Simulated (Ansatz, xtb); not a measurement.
## Relative energy of two isomers of C5H7BrO

Structure a: `O=C(Br)C1CCC1`, a singlet. Structure b: `C[C@@H]1C[C@@H]1C(=O)Br`, a singlet. Both are isolated molecules in the gas phase, relaxed with r2SCAN-D4/def2-SVP; each stands in its lowest conformer found.

Quicker runs give these differences E(b) − E(a): GFN2-xTB +2.95 kcal/mol; HF/STO-3G +16.02 kcal/mol (at GFN2-xTB geometries); r2SCAN-D4/def2-SVP//GFN2-xTB −3.17 kcal/mol.

Q: Estimate E(b) − E(a) at the level CCSD(T)/def2-SVP + ΔMP2/def2-TZVPP.

A: Too close to call at this level: CCSD(T)/def2-SVP + ΔMP2/def2-TZVPP gives E(b) − E(a) = +0.45 kcal/mol.

How the difference moves with the method:

| level | geometry | E(b) − E(a) (kcal/mol) | departure from the last row (kcal/mol) | job, with rough time for the two |
| --- | --- | --- | --- | --- |
| GFN2-xTB | GFN2-xTB | +2.95 | +2.50 | optimisation, 0.41 s |
| HF/STO-3G | GFN2-xTB | +16.02 | +15.57 | single point, 0.52 s |
| r2SCAN-D4/def2-SVP//GFN2-xTB | GFN2-xTB | −3.17 | −3.62 | single point, 4.9 s |
| r2SCAN-D4/def2-SVP | r2SCAN-D4/def2-SVP | −2.58 | −3.03 | optimisation, 85 s |
| HF/def2-SVP | r2SCAN-D4/def2-SVP | −0.41 | −0.86 | part of the CCSD(T) run |
| MP2/def2-SVP | r2SCAN-D4/def2-SVP | −1.33 | −1.78 | part of the CCSD(T) run |
| CCSD(T)/def2-SVP | r2SCAN-D4/def2-SVP | −0.05 | −0.50 | single point |
| CCSD(T)/def2-SVP + ΔMP2/def2-TZVPP | r2SCAN-D4/def2-SVP | +0.45 |  | single point, 2.1 min |

As drawn, both hold the same kinds of bond in the same numbers. Structure a has 0 methyl groups, b 1. Structure a has a 4-membered ring, b a 3-membered ring.

The largest departure from CCSD(T)/def2-SVP + ΔMP2/def2-TZVPP is that of HF/STO-3G, 15.57 kcal/mol. The last row adds to CCSD(T) the change of the MP2 difference between the two basis sets, here +0.50 kcal/mol.

With thermal terms from frequencies at re-optimised GFN2-xTB minima (ideal gas, soft modes damped towards free rotors, one conformer each, 298.15 K, 1 atm): the zero-point term adds −0.74 kcal/mol; ΔH is −0.09 and ΔG −0.16 kcal/mol.

The correlated steps freeze 15 core orbitals; the filled d shell of Br is correlated, in a basis made for valence electrons. Mirror images aren't counted in ΔG. Run with Ansatz 0.2.0, xtb 6.7.1; the last row on 4 threads of Arm Neoverse V1 on a shared host.
